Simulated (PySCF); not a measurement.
Species: C₆H₁₀O₃.
Geometry (GFN2-xTB, Å), atoms numbered from 1 in this order:
```xyz
19
C6H10O3 angstrom
C      0.4103    2.6180   -0.5116
C      0.1992    1.3506   -0.1943
C     -1.1438    0.7692    0.1603
O     -0.9814   -0.1026    1.2576
C     -2.0969   -0.9264    1.4732
O      1.2768    0.4891   -0.1139
C      1.1826   -0.7913   -0.5206
C      2.3834   -1.5645   -0.0486
O      0.2880   -1.2361   -1.1855
H     -0.3922    3.3304   -0.5151
H      1.3923    2.9679   -0.7724
H     -1.8438    1.5816    0.4043
H     -1.5390    0.2133   -0.7046
H     -2.9957   -0.3331    1.6829
H     -2.2862   -1.5658    0.6024
H     -1.8618   -1.5459    2.3363
H      2.4738   -2.4875   -0.6128
H      3.2802   -0.9603   -0.1502
H      2.2444   -1.7975    1.0056
```

Computed with PBE0/pcSseg-1 in PySCF (dipole) on a GFN2-xTB geometry, gas phase.

Masses are those of the commonest isotopes; rigid-rotor values at the optimised geometry. The values belong to one conformer with, in the numbering `[CH2:1]=[C:2]([CH2:3][O:4][CH3:5])[O:6][C:7]([CH3:8])=[O:9]`, C1–C2–C3–O4 -138°, C2–C3–O4–C5 -166°, C1–C2–O6–C7 -143°, C2–O6–C7–C8 -168°.

Problem. What are A, B and C (MHz)?

Solution. Ia = 269.60, Ib = 337.37, Ic = 515.18 u·Å²; 505379 MHz·u·Å²/I gives A = 1875, B = 1498, C = 981.0 MHz.

Problem. Classify the top.

Solution. An asymmetric top; Ray's κ = 0.157.

Problem. What does the inertial defect say?

Solution. Not planar: Δ = Ic − Ia − Ib = -91.80 u·Å². For a rigid frame Δ = −2 Σ m c², so Σ m c² = 45.90 u·Å² lies off the ab plane: 6.86 from hydrogen and 39.04 from heavier atoms. The atom farthest from that plane is 1.47 Å away.

Problem. Give the other two planar moments, Paa and Pbb, and the rms extents of the mass along the axes.

Solution. Paa = Σ m a² = (Ib + Ic − Ia)/2 = 291.47 and Pbb = Σ m b² = (Ia + Ic − Ib)/2 = 223.70 u·Å². With the mass M = 130.06 u, the rms extents √(P/M) along a, b and c are 1.50, 1.31, 0.59 Å.

Problem. Predict some low-J microwave lines.

Solution. The dipole components are |μa| = 0.62 D, |μb| = 0.17 D, |μc| = 0.62 D. Intensities carry the squares of the components, which stand as 1.00 : 0.07 : 0.98 (a : b : c). Some lines, for components of 0.1 D or more:

| type | branch | J(Ka,Kc) | MHz | lower level (cm⁻¹) |
| --- | --- | --- | --- | --- |
| c | Q | 4(3,2) ← 4(2,2) | 1495 | 0.985 |
| b | Q | 3(2,1) ← 3(1,2) | 1719 | 0.560 |
| b | Q | 4(3,1) ← 4(2,2) | 2134 | 0.985 |
| a | Q | 3(1,2) ← 3(1,3) | 2986 | 0.461 |
| b | Q | 4(4,1) ← 4(3,2) | 4169 | 1.035 |
| a | R | 3(1,3) ← 2(1,2) | 6514 | 0.243 |
| b | R | 3(1,3) ← 2(0,2) | 6657 | 0.239 |
| c | R | 2(2,0) ← 1(1,0) | 6889 | 0.112 |
| a | R | 3(2,2) ← 2(2,1) | 7437 | 0.333 |
| a | R | 3(1,2) ← 2(1,1) | 7948 | 0.295 |
| b | R | 4(0,4) ← 3(1,3) | 8507 | 0.461 |
| a | R | 4(1,4) ← 3(1,3) | 8515 | 0.461 |
| b | R | 4(1,4) ← 3(0,3) | 8552 | 0.459 |
| b | R | 4(2,2) ← 3(3,1) | 8788 | 0.692 |
| a | R | 4(2,3) ← 3(2,2) | 9678 | 0.581 |
| c | R | 3(3,0) ← 2(2,0) | 10592 | 0.342 |
| c | R | 3(3,1) ← 2(2,1) | 10760 | 0.333 |
| a | R | 4(2,2) ← 3(2,1) | 11010 | 0.618 |
| b | R | 4(3,2) ← 3(2,1) | 12505 | 0.618 |
| c | R | 4(1,3) ← 3(0,3) | 13083 | 0.459 |
| b | R | 4(4,0) ← 3(3,1) | 14491 | 0.692 |

Problem. Estimate the classical rotational partition function at 50 K, 200 K and 298.15 K.

Solution. Point group C1, symmetry number σ = 1; q = (√π/σ)·√((kT/h)³/(ABC)), k/h = 20836.6 MHz/K: 35900 at 50 K, 287000 at 200 K, 523000 at 298.15 K.

GFN2-xTB frequencies: not computed here. Constants of a rigid frame at the computed geometry: no zero-point averaging, no centrifugal distortion. A rigid rotor knows nothing of internal rotation, which can split or shift real lines.
